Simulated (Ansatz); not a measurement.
Molecule (SMILES): [BH] (BH) (closed-shell singlet).
Atoms: B1, H2. Bonds: B1-H2.

How fast the highest harmonic wavenumber converges with the basis for several methods (Ansatz, a first-principles code): deviation from each method's own reference, in cm⁻¹. References: B3LYP 2354 cm⁻¹, the value in aug-pcseg-3; CCSD(T) 2369 cm⁻¹, the value in aug-pcseg-3; HF 2493 cm⁻¹, the value in aug-pcseg-3; MP2 2448 cm⁻¹, the value in aug-pcseg-3; PBE 2246 cm⁻¹, the value in aug-pcseg-3. All functions are spherical. In correlated methods cores are frozen. A restricted Hartree-Fock determinant is unstable towards unrestricted orbitals. No added dispersion term, no relativity. Each level at its own minimum, unscaled; the references are large sets that could be run, not limits.

```csv
basis,functions,B3LYP,CCSD(T),HF,MP2,PBE
3-21G,11,-57,-149,-36,-102,-64
pcseg-0,11,32,-40,80,10,21
pcseg-1,19,11,57,75,63,17
6-311+G**,28,-12,-18,-5,-15,-6
def2-SVPD,28,13,23,39,24,17
aug-cc-pVDZ,32,-20,-47,-11,-42,-13
def2-TZVPP,45,0,-6,-1,-6,1
def2-TZVPPD,54,0,-10,-1,-10,1
"6-311++G(3df,3pd)",57,6,-8,-1,-7,11
cc-pVQZ,85,-1,-9,-4,-10,-1
aug-cc-pVQZ,126,1,-9,-3,-11,1
aug-pcseg-3,134,0,0,0,0,0
```

Mean absolute deviation over 6-311+G**, def2-TZVPP, def2-TZVPPD, 6-311++G(3df,3pd): HF 2, PBE 5, B3LYP 5, MP2 10, CCSD(T) 10 cm⁻¹.
